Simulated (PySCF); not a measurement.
Computed properties of C2H5F2NSi, SMILES [SiH](F)(/N=C/C)F

C2H5F2NSi, SMILES C/C=N/[SiH](F)F. Geometry optimised at r2SCAN-D4/def2-SVP. The structure was generated by enumeration; whether it is a known compound was not checked. One conformer was computed; it need not be the lowest. All values are computed for the isolated molecule unless a solvent is named; none is compared with measurement here.

**Structure.** All 27 harmonic modes at r2SCAN-D4/def2-SVP (PySCF) are real, so it is a minimum. With heavy atoms numbered as in [CH3:1]/[CH:2]=[N:3]/[SiH:4]([F:5])[F:6], the shortest bond between them is C2–N3 at 1.274 Å and the longest N3–Si4 at 1.718 Å.

**Vibrations.** The strongest infrared lines (harmonic, unscaled, degenerate partners summed) lie at 1760 cm⁻¹ (351 km/mol, C 55 %, N 40 %), 895 cm⁻¹ (279 km/mol, H 40 %, Si 28 %, F 21 %), 960 cm⁻¹ (203 km/mol, Si 46 %, F 37 %, H 12 %). The softest mode is at 85 cm⁻¹ and the zero-point energy is 46.2 kcal/mol.

**Electronic structure.** CAM-B3LYP/def2-TZVP (PySCF) places the frontier levels at -9.12 and -0.03 eV, a gap of 9.09 eV, and gives a dipole moment of 3.01 D and a mean polarisability of 54.1 bohr³. PBE/def2-TZVP (PySCF) at the same geometry gives -6.23 and -2.32 eV, so its gap is 5.18 eV narrower. An orbital gap is neither the optical nor the fundamental gap.

**Excitations.** TDA-M06-2X/def2-SVPD (PySCF) has S1 at 4.24 eV (293 nm, f = 0.000, dark); the most intense of the 10 singlets computed lies at 8.05 eV (f = 0.40). T1 (TDA) is at 3.78 eV, 0.46 eV under S1. TDA-PBE/def2-SVPD (PySCF) puts S1 at 4.14 eV. No vertical singlet excitation falls in the visible range (under 3.1 eV).

**NMR.** GIAO shifts at PBE0/pcSseg-1 (PySCF) (non-relativistic, atoms alike by connectivity averaged): ¹³C from 34.3 to 193.8 ppm against TMS; ¹H from 2.6 to 9.1 ppm against TMS; ²⁹Si at -45.4 ppm against TMS; ¹⁹F at -163.0 ppm against CFCl3.
